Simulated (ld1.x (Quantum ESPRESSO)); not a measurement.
## Before and after: PAW potential for Al

Al (Z = 13), PAW, made with ld1.x (Quantum ESPRESSO) 7.5 (PBE, scalar-relativistic). Core [Ne], reference 3s2 3p1. Waves: 3s (bound): rcut 2.30, rcutus 2.45 bohr; 3s channel at 4.4 Ry: rcut 2.30, rcutus 2.45 bohr; 3p (bound): rcut 1.60, rcutus 1.90 bohr; 3p channel at 0.45 Ry: rcut 1.60, rcutus 1.90 bohr. Local part: all-electron potential smoothed inside 1.80 bohr (lloc = -1). Core correction: Bessel-smoothed model core, default radius (core density twice the valence density). Augmentation charge: PSQ, inside the norm-conserving radii.

Change: core correction Bessel-smoothed model core inside 1.90 bohr.

Cutoffs: the cutoffs (Ry, on a coarse ladder) from which the occupation-weighted sum of valence levels, in a spherical-Bessel basis at the reference potential, stays within 10 and 1 mRy of its value at 400 Ry; they do not see the model core or the augmentation charge, which bear on the density cutoff. Errors are all-electron minus pseudo energies relative to the spin-unpolarised reference configuration.

**Question.** What does the change do?

**Answer.** Both files are so soft that the ladder of cutoffs tells neither apart; the errors of the 7 common tests hardly move; neither file shows a bound ghost. The default core radius of the base comes out at 1.31 bohr. A wider model core is smoother and lowers the density cutoff, which this test does not measure.

| quantity | base | changed |
| --- | --- | --- |
| cutoff, loose | 6 Ry | 6 Ry |
| cutoff, tight | 6 Ry | 6 Ry |
| bound ghosts | none | none |
| error for 3s2 3p0, meV [ΔE 5.76 eV] | -0.6 | -0.5 |
| error for 3s1 3p0, meV [ΔE 24.99 eV] | -17 | -18 |
| error for 3s2 3p0.5, meV [ΔE 2.09 eV] | -0.1 | -0.1 |
| error for 3s1 3p1, meV [ΔE 11.57 eV] | -3.6 | -3.9 |
| error for 3s0 3p3, meV [ΔE 10.45 eV] | -6.0 | -5.9 |
| error for 3s1 3p2, meV [ΔE 5.14 eV] | -1.5 | -1.4 |
| error for 3s2 3p1.3, meV [ΔE -0.57 eV] | 0.0 | 0.0 |
| s: phases at 2.66 bohr within 0.05 rad from the reference energy up to (Ry; the scan ends near 5) | to the end of the scan | to the end of the scan |
| p: phases at 2.66 bohr within 0.05 rad from the reference energy up to (Ry; the scan ends near 5) | 3.1 | 3.1 |
| lowest overlap eigenvalue by channel | s 0.69, p 0.79 | s 0.69, p 0.79 |
